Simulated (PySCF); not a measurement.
**Basis and Hamiltonian dependence of the excitation energy of Ni²⁺**

Ni²⁺ [Ar] 3d8 (3F) → Ni²⁺ [Ar] 3d7 4s1, s spin flipped. Calculated with PySCF 2.14 from differences of total energies of unrestricted determinants, without spin-orbit coupling. Values in eV.

| basis | Hamiltonian | functions | UHF | LDA | PBE0 | MP2 (valence) |
| --- | --- | --- | --- | --- | --- | --- |
| ANO-RCC-VTZP | spin-free X2C | 59 | 6.167 | 8.033 | 7.659 | 7.796 |
| aug-cc-pVDZ-DK | spin-free X2C | 59 | 6.038 | 7.616 | 7.357 | 7.510 |
| aug-cc-pVDZ | non-relativistic | 59 | 6.590 | 8.184 | 7.919 | 8.069 |
| x2c-TZVPPall with one added diffuse shell each of s, p, d, f type | spin-free X2C | 80 | 5.825 | 7.657 | 7.309 | 7.394 |
| x2c-QZVPPall | spin-free X2C | 108 | 5.766 | 7.574 | 7.222 | 7.372 |
| x2c-QZVPPall with one added diffuse shell each of s, p, d, f, g type | spin-free X2C | 133 | 5.766 | 7.573 | 7.221 | 7.369 |

Frozen in the all-electron rows: valence: [Ar].

At MP2 (valence), ANO-RCC-VTZP lies more than 0.3 eV from the median of the rows with comparable relativity. Of these, ANO-RCC-VTZP has no diffuse functions of the l that the added or promoted electron needs.

In the upper determinant the s electron has its spin opposite to the other open shell, which mixes two multiplicities. Non-relativistic rows lack the scalar-relativistic shift.
